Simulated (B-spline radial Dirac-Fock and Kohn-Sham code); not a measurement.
**Kohn-Sham estimates against Dirac-Fock for the levels of Eu²⁺**

System: Eu²⁺, configuration [Xe] 4f7.

The density-functional columns are spherical, spin-unpolarised Dirac-Kohn-Sham results without Breit or QED terms: −ε is minus the orbital energy of the initial state and ΔSCF the difference of two total energies. The reference in the last column comes from Dirac-Fock (average of configuration) total-energy differences with a finite nucleus, the Breit interaction including its frequency dependence, and self-energy and vacuum-polarisation corrections. All numbers are from a radial finite-basis atomic code, in eV; a selection of levels is shown. For the 1s level of heavy atoms much of the gap between ΔSCF and the reference is the Breit and QED part, -204.8 eV here; for other levels the error of the functional can be larger.

```
level   PBE −ε  PBE ΔSCF   LDA −ε  LDA ΔSCF  Dirac-Fock
   1s  48326.9   48775.9  48280.7   48728.4     48535.5
   2s   7943.4    8023.4   7937.1    8017.5      8075.9
2p1/2   7537.1    7639.1   7534.4    7636.5      7635.8
2p3/2   6889.1    6980.9   6887.2    6979.1      6995.4
   3s   1758.4    1781.8   1756.5    1780.1      1824.1
3p1/2   1582.8    1607.8   1582.0    1607.1      1635.0
3p3/2   1450.7    1474.0   1450.2    1473.6      1502.2
3d3/2   1146.7    1174.3   1146.8    1174.5      1179.0
3d5/2   1118.0    1145.0   1118.1    1145.2      1150.8
   4s    359.8     370.2    359.0     369.5       390.4
4p1/2    292.0     302.3    291.6     302.0       316.1
4p3/2    262.8     272.9    262.3     272.4       287.0
4d3/2    151.1     160.9    151.1     160.9       163.5
4d5/2    145.9     155.6    145.9     155.6       158.3
   4f    16.13     24.33    16.43     24.66       20.05
   5s    58.14     64.98    58.39     65.25       66.82
5p1/2    39.95     46.32    40.20     46.60       44.56
5p3/2    36.12     42.26    36.31     42.47       40.70
```

**Question.** Order the estimates of the K (1s) level by their distance from the Dirac-Fock value, nearest first.
A. PBE −ε
B. PBE ΔSCF
C. LDA ΔSCF
D. LDA −ε

**Answer.** C (192.8 eV), A (208.7 eV), B (240.3 eV), D (254.8 eV).

Values without a named source are computed, but for edge energies of neutral atoms, which are taken from tables.
